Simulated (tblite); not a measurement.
C4H12BNSi2.
Atom-mapped SMILES: `[CH:1]#[C:2][SiH2:3][SiH2:4][NH:5][B:6]([CH3:7])[CH3:8]` (hydrogens: H9 on C1; H10, H11 on Si3; H12, H13 on Si4; H14 on N5; H15, H16, H17 on C7; H18, H19, H20 on C8)

Computed with GFN2-xTB (tblite), gas phase: L-BFGS steps from a force-field or distance-geometry start until the largest atomic force falls under 0.01 eV/Å.

At the end of the run (lengths in Å): N5–B6 1.403, Si3–Si4 2.313, Si4–H13 1.473, B6–C8 1.590, C2–Si3 1.853, Si4–N5 1.746, N5–H14 1.010, Si4–N5–B6 130.7°, C1–C2–Si3 179.1°, C2–Si3–Si4 113.3°, Si3–Si4–N5 112.9°, C2–Si3–Si4–N5 19°, Si3–Si4–N5–B6 55°, Si4–N5–B6–C7 -1°, H12–Si4–N5–B6 -70°, H14–N5–Si4–Si3 -125°.

Problem. These geometries were met on the way; a selection of coordinates is given. Order them by energy above the end point, lowest first.
A. N5–B6 1.526, Si3–Si4 2.245, Si4–H13 1.488, B6–C8 1.593, C2–Si3 1.817, Si4–N5 1.779, N5–H14 1.042, Si4–N5–B6 110.1°, C1–C2–Si3 178.7°, C2–Si3–Si4 108.6°, Si3–Si4–N5 111.3°, C2–Si3–Si4–N5 71°, Si3–Si4–N5–B6 -66°, Si4–N5–B6–C7 114°, H12–Si4–N5–B6 175°, H14–N5–Si4–Si3 176°
B. N5–B6 1.407, Si3–Si4 2.322, Si4–H13 1.488, B6–C8 1.585, C2–Si3 1.853, Si4–N5 1.756, N5–H14 1.014, Si4–N5–B6 131.2°, C1–C2–Si3 178.2°, C2–Si3–Si4 114.6°, Si3–Si4–N5 114.9°, C2–Si3–Si4–N5 31°, Si3–Si4–N5–B6 15°, Si4–N5–B6–C7 26°, H12–Si4–N5–B6 -116°, H14–N5–Si4–Si3 -151°
C. N5–B6 1.422, Si3–Si4 2.317, Si4–H13 1.471, B6–C8 1.586, C2–Si3 1.858, Si4–N5 1.754, N5–H14 1.020, Si4–N5–B6 129.9°, C1–C2–Si3 178.0°, C2–Si3–Si4 114.7°, Si3–Si4–N5 115.4°, C2–Si3–Si4–N5 37°, Si3–Si4–N5–B6 5°, Si4–N5–B6–C7 35°, H12–Si4–N5–B6 -128°, H14–N5–Si4–Si3 -157°
D. N5–B6 1.422, Si3–Si4 2.309, Si4–H13 1.517, B6–C8 1.627, C2–Si3 1.832, Si4–N5 1.756, N5–H14 1.014, Si4–N5–B6 129.5°, C1–C2–Si3 174.1°, C2–Si3–Si4 113.3°, Si3–Si4–N5 114.3°, C2–Si3–Si4–N5 44°, Si3–Si4–N5–B6 -13°, Si4–N5–B6–C7 58°, H12–Si4–N5–B6 -148°, H14–N5–Si4–Si3 -161°
E. N5–B6 1.453, Si3–Si4 2.308, Si4–H13 1.489, B6–C8 1.585, C2–Si3 1.856, Si4–N5 1.734, N5–H14 1.013, Si4–N5–B6 119.0°, C1–C2–Si3 174.3°, C2–Si3–Si4 110.9°, Si3–Si4–N5 108.5°, C2–Si3–Si4–N5 69°, Si3–Si4–N5–B6 -63°, Si4–N5–B6–C7 107°, H12–Si4–N5–B6 174°, H14–N5–Si4–Si3 168°

Solution. B (0.123 eV), C (0.226 eV), D (0.400 eV), E (0.646 eV), A (1.039 eV).

| step | E above end (eV) | rms distance from the end, all atoms (Å) | largest force (eV/Å) | rms shift of all bonds from the end (Å) |
| --- | --- | --- | --- | --- |
| 42 | 0.123 | 0.325 | 0.259 | 0.006 |
| 37 | 0.226 | 0.394 | 0.423 | 0.006 |
| 32 | 0.400 | 0.503 | 0.758 | 0.018 |
| 14 | 0.646 | 0.898 | 0.143 | 0.013 |
| 0 | 1.039 | 0.950 | 1.741 | 0.037 |

Rows stand in the order of the answer.
